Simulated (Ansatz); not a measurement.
A made-up structure of Al₂BSiH₅, closed shell:

| atom | x (Å) | y (Å) | z (Å) |
| --- | --- | --- | --- |
| Al1 | -1.5781 | 2.1062 | 0.1805 |
| Al2 | 0.2698 | 0.4011 | -0.4212 |
| B3 | 0.8481 | -1.8770 | 0.2857 |
| Si4 | 1.7536 | -0.8526 | -0.9649 |
| H5 | -1.6273 | 3.5354 | -0.5144 |
| H6 | -2.6890 | 1.7391 | 1.2570 |
| H7 | 2.8889 | -0.9724 | -1.8093 |
| H8 | -0.0218 | -1.2137 | 0.6402 |
| H9 | 0.6975 | -2.8378 | 0.8994 |

It is relaxed with PBE-D4/def2-SVP and then PBE0-D4/def2-TZVP (Ansatz 0.2.0). Atoms count as bonded within 1.22 times the sum of their covalent radii (H–H: 0.88 Å). The end point is not checked to be a true minimum.

(1) Does its bonding change? (Judge from chemistry; the calculation decides.)

## Answers

(1) The calculation gives: Yes. Formed: Al2–H8; broken: none.

Where it ends: The first stage lowers the energy by 0.98 eV in 6 steps. It ends as Al₂BSiH₅ ([AlH2][Al]12[H][BH]1[SiH]2):
Al1  (-1.617, 2.082, 0.250)
Al2  (0.252, 0.403, -0.341)
B3  (0.864, -1.669, 0.287)
Si4  (1.644, -1.050, -1.331)
H5  (-1.445, 3.623, -0.097)
H6  (-2.947, 1.590, 0.966)
H7  (3.032, -1.293, -1.795)
H8  (-0.282, -1.160, 0.485)
H9  (1.040, -2.496, 1.128)
(Å)

Labels in which every atom is bracketed show which atoms are joined, not bond orders.

For scale, one of the runs: PBE0-D4/def2-TZVP relaxation, 172 basis functions, launched by `ansatz run in.yaml --threads 2 --pin off --events-out ev --progress --plain --max-ram 4352MiB`. The run took about 120 s on 2 CPU threads of an Intel Xeon (shared host).
